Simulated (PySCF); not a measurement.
Al(Me)2(OSiH3), C2H9AlOSi, SMILES [CH3][Al]([CH3])[O][SiH3] (CAM-B3LYP/def2-SVP optimised geometry):

```
14

Al    -1.333     1.938     0.002
C     -0.797     3.086     1.480
H     -1.132     2.668     2.444
H     -1.201     4.107     1.402
H      0.301     3.163     1.543
C     -2.492     2.456    -1.473
H     -3.377     1.800    -1.529
H     -1.971     2.350    -2.440
H     -2.849     3.494    -1.399
O     -0.735     0.339     0.000
Si    -0.158    -1.196     0.000
H     -0.623    -1.938    -1.207
H     -0.629    -1.932     1.208
H      1.333    -1.196     0.000
```

Computed with CAM-B3LYP/def2-TZVP in PySCF 2.14.0.

**Question.** What are the frontier orbital energies and the dipole moment?

**Answer.** HOMO-2 -10.10 eV, HOMO-1 -10.02 eV, HOMO -9.01 eV, LUMO 0.69 eV, LUMO+1 0.72 eV; dipole moment 1.14 D.

On the same geometry PBE/def2-TZVP in PySCF 2.14.0 gives HOMO-2 -7.23 eV, HOMO-1 -7.15 eV, HOMO -6.35 eV, LUMO -1.02 eV, LUMO+1 -0.87 eV; dipole moment 1.25 D.

Meta-Löwdin charges at CAM-B3LYP/def2-TZVP: Al1 1.03, C2 -0.66, H3 0.13, H4 0.12, H5 0.13, C6 -0.66, H7 0.13, H8 0.13, H9 0.12, O10 -0.85, Si11 0.78, H12 -0.13, H13 -0.13, H14 -0.13.
